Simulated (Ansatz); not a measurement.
Cl2Ge, singlet, geometry from GFN2-xTB; B97M-V/6-31G* (Ansatz, a first-principles code).

Input for Ansatz:
Ansatz 0.2 input:
```yaml
crystal:
  periodic: [false, false, false]
  atoms:
    - {symbol: Ge, position_ang: [-0.00059285, -0.00984996, 0.71845420]}
    - {symbol: Cl, position_ang: [1.03004534, 1.30072876, -0.65763687]}
    - {symbol: Cl, position_ang: [-1.02892939, -1.28218766, -0.69474750]}
basis:
  gaussian:
    orbitals: 6-31G*
hamiltonian:
  xc: {name: B97M-V}
```

**Question.** Predict the main parts of the log of this Ansatz run.

**Answer.** 
```
Functional definition: B97M-V
809 factors; their error is unknown
mean field evaluation 1: about -81539.0487 eV, gradient 2.0e1 eV
mean field evaluation 2: about -81536.1657 eV, gradient 3.7e1 eV
mean field evaluation 4: about -81540.1632 eV, gradient 8.3e-1 eV
mean field evaluation 8: about -81540.1444 eV, gradient 1.2e-2 eV
mean field -81540.14442841 eV, -2996.5450378491 hartree, gradient 4.7e-5 eV, S^2 0.000000; 0 other end points of the search recorded, 0 dependent functions left out
reference -81540.14447165 eV, -2996.5450394382 hartree; 33, 33 occupied and 40, 40 virtual orbitals, 809 factors
Total energy: -81540.14447165 eV, -2996.5450394382 hartree
```
